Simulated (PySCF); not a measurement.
Run record: geometry optimisation, `CN(c1c(B)cccc1)C`.

Computed with PBE0-D3(BJ)/def2-SVP geometry optimisation, gas phase (PySCF 2.14.0). Start geometry: GFN2-xTB. The input is one job of a driver script: a line of settings, then coordinates in Å.

Input:
```
{"job": {"xc": "PBE0", "basis": "def2-SVP", "d3": "d3bj", "grid": 1, "kind": "geom"}, "charge": 0, "multiplicity": 1}
B      0.369996     2.122880    -1.065244
C      0.875235     0.798835    -0.469870
C      2.262561     0.600048    -0.437067
C      2.853580    -0.402535     0.302785
C      2.047228    -1.263057     1.032468
C      0.674020    -1.142604     0.982652
C      0.062846    -0.142886     0.215663
N     -1.311279    -0.055591     0.132631
C     -2.143357    -0.826249     1.024018
C     -1.962916     0.238495    -1.121943
H      1.012140     2.678587    -1.872817
H     -0.592048     2.643429    -0.648371
H      2.888428     1.291542    -0.983391
H      3.927607    -0.513256     0.321018
H      2.490465    -2.051195     1.625109
H      0.075028    -1.853253     1.529939
H     -2.219121    -1.883059     0.733004
H     -3.146114    -0.397463     1.010807
H     -1.760625    -0.761799     2.040751
H     -2.716043     1.019190    -0.990391
H     -2.462839    -0.660225    -1.508233
H     -1.235204     0.579553    -1.854367
```

**Question.** What does the run print?

**Answer.** 
```
step   0  E = -390.90934262  max force = 0.017620
step   1  E = -390.91303621  max force = 0.003172
step   2  E = -390.91308489  max force = 0.001973
step   3  E = -390.91324340  max force = 0.000779
step   4  E = -390.91332264  max force = 0.000947
step   5  E = -390.91334243  max force = 0.001554
step   6  E = -390.91338888  max force = 0.000907
step   7  E = -390.91338693  max force = 0.001049
step   8  E = -390.91340293  max force = 0.000409
optimisation converged
```

Energies in Eh; «max force» is the largest Cartesian gradient component in Eh/bohr.

**Question.** Give the first gradient maximum in eV/Å.

**Answer.** With 1 Eh/bohr = 51.422 eV/Å, 0.906 eV/Å.

In short: final energy -390.91340 Eh after 8 steps; dipole 2.62 D.

**Question.** Give the final coordinates.

**Answer.** 0.087 Å rms from the input after alignment:
```
atom  x, y, z in Å
B1     0.8259    1.6557   -1.3471
C2     1.2958    0.2999   -0.8192
C3     2.6934    0.0876   -0.8163
C4     3.2995   -0.9184   -0.0800
C5     2.4839   -1.7624    0.6785
C6     1.1019   -1.6331    0.6675
C7     0.4733   -0.6333   -0.1072
N8    -0.9000   -0.5703   -0.1657
C9    -1.7004   -1.3047    0.7779
C10   -1.6035   -0.2057   -1.3733
H11    1.5905    2.3232   -2.0089
H12   -0.2502    2.1286   -1.0646
H13    3.3111    0.7856   -1.3881
H14    4.3841   -1.0418   -0.0803
H15    2.9325   -2.5623    1.2744
H16    0.5048   -2.3471    1.2345
H17   -1.7972   -2.3805    0.5260
H18   -2.7128   -0.8750    0.8002
H19   -1.2842   -1.2216    1.7914
H20   -2.2707    0.6592   -1.2255
H21   -2.2164   -1.0576   -1.7246
H22   -0.8918    0.0471   -2.1684
```

Cost: about 7 min of CPU time on one thread; the machine was shared, so the figure is rough.
Labels such as C1 count atoms from 1, the log's own numbers from 0.
